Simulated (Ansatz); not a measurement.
Isomers of Te₄Pb₂ (singlet), relaxed with PBE-D4/def2-SVP; total energies from Ansatz at PBE0-D4/def2-TZVP.

```tsv
isomer	description	energy (Eh)
A	point group C2v; 6 × Pb–Te 2.93 to 3.13 Å; 2 × Te–Te 2.82 Å	-1458.19322
B	point group C2; 6 × Pb–Te 2.91 to 3.16 Å; 2 × Te–Te 2.75 to 2.80 Å	-1458.18596
C	point group C2; 6 × Pb–Te 2.91 to 3.16 Å; 2 × Te–Te 2.77 Å	-1458.19499
```

In the def2 sets Pb, Te take a core potential; there is no spin–orbit coupling.

The isomers come from a short search, and lower ones may exist.

Q: Work out the relative energies (1 Eh = 2625.5 kJ/mol) and the Boltzmann populations at 298 K from electronic energies alone (R = 8.314 J/mol/K).

A: ΔE: A 4.6, B 23.7, C 0.0 kJ/mol. RT = 2.48 kJ/mol. Factors exp(−ΔE/RT): A 0.156, B 7.07e-05, C 1; sum 1.156. Populations: A 13.5 %, B 0.0 %, C 86.5 %. Zero-point energy, vibrational entropy and symmetry numbers are left out and can shift these; an error of 4 kJ/mol changes a ratio by a factor of 5.0. Over the other density-functional and correlated levels in def2 sets, the gap between C and A ranges from 1 to 6 kJ/mol.
